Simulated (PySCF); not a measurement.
C4H5Br, SMILES C=C=C(C)Br. Heavy atoms are numbered as in [CH2:1]=[C:2]=[C:3]([CH3:4])[Br:5]. Hydrogens are named by the atom that carries them.

Geometry: B3LYP-D3(BJ)/def2-SVP.

Method: HF/pcSseg-1 (PySCF).

GIAO shieldings, no solvent; atoms alike by connectivity are averaged. δ = σ(ref) − σ: ¹³C against TMS (σ = 192.6 ppm); ¹H against TMS (σ = 31.99 ppm), references at their B3LYP-D3(BJ)/def2-TZVP geometries, non-relativistic (without spin–orbit terms, shifts of atoms bonded to Cl or Br come out too high).

| nucleus | atoms | count | δ (ppm) |
|---|---|---|---|
| ¹³C | C2 | 1 | 226.3 |
| ¹³C | C3 | 1 | 108.4 |
| ¹³C | C1 (CH2) | 1 | 86.9 |
| ¹³C | C4 (CH3) | 1 | 27.2 |
| ¹H | H on C1 | 2 | 5.63 |
| ¹H | H on C4 | 3 | 2.47 |
